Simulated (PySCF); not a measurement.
**How methods differ on the ionisation energy of B⁺**

B⁺ [He] 2s2 (1S) → B²⁺ [He] 2s1 (2S), as a difference of total energies. Computed with PySCF 2.14 in aug-cc-pV5Z (7s6p5d4f3g2h, 127 functions), with no relativity, point nucleus. Correlated levels: valence: 1s2 frozen. The calculations carry no spin-orbit coupling.

```tsv
method	ionisation energy (eV)	error (eV)
UHF	23.443	-1.712
MP2 (valence)	24.496	-0.659
SCS-MP2 (valence)	24.707	-0.448
CCSD (valence)	25.107	-0.048
```

Reference: 25.155 eV (measured; NIST Atomic Spectra Database, ionization energies).

Errors of the correlated levels include the incompleteness of this basis and the frozen core.

With two correlated electrons CCSD is exact in that space.
